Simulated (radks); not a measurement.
The numbers below are computed, except where a source is named.
Task: Radial electron density D(r) = 4 pi r^2 rho(r) of an atom or ion with 42.5 electrons. Level of theory: Dirac Kohn-Sham, PBEsol, spin-unpolarised, spherical densities, point nucleus (a radial shooting solver on a logarithmic mesh with Libxc functionals).

```
   r/bohr * D(r) (the largest magnitude, 69.6, reaches the edge; | marks zero)
 0.001316 |*
 0.001508 | *
 0.001741 | *
 0.002011 |  *
 0.002322 |  *
 0.002661 |   *
 0.003073 |    *
 0.003549 |      *
 0.004098 |        *
 0.004696 |          *
 0.005423 |            *
 0.006263 |               *
 0.007233 |                  *
 0.008286 |                      *
  0.00957 |                         *
  0.01105 |                              *
  0.01276 |                                  *
  0.01462 |                                     *
  0.01689 |                                        *
   0.0195 |                                          *
  0.02252 |                                            *
  0.02581 |                                           *
   0.0298 |                                          *
  0.03442 |                                        *
  0.03975 |                                      *
  0.04554 |                                     *
  0.05259 |                                     *
  0.06074 |                                        *
  0.07015 |                                             *
  0.08037 |                                                 *
  0.09281 |                                                     *
   0.1072 |                                                      *
   0.1238 |                                                   *
   0.1418 |                                              *
   0.1638 |                                       *
   0.1892 |                                   *
   0.2185 |                                   *
   0.2503 |                                     *
   0.2891 |                                         *
   0.3338 |                                          *
   0.3855 |                                      *
   0.4417 |                              *
   0.5101 |                     *
   0.5891 |              *
   0.6803 |          *
   0.7795 |          *
   0.9002 |          *
     1.04 |          *
    1.201 |        *
    1.376 |      *
    1.589 |    *
    1.835 |  *
    2.119 | *
    2.427 |*
    2.803 |*
    3.238 |*
    3.739 *
    4.284 *
    4.947 *
    5.714 *
    6.599 *
     7.56 *
```

What is the nuclear charge?

Result: Z = 44. The innermost maximum, from 1s, lies near gamma/Z bohr with gamma = sqrt(1 - (Z/c)^2) = 0.947, here 0.0215 bohr (found: 0.0236), and its height grows with Z. The density is that of the ruthenium ion Ru1.5+ in [Kr] 4d5 5s1.5; the configuration itself is not fixed sharply by these data, and Z only to a few units. D(r) has 4 maxima, at r = 0.0236, 0.104, 0.318, 0.922 bohr, and minima at 0.0470, 0.207, 0.755 bohr, inside which lie 2.05, 11.15, 29.20 electrons.
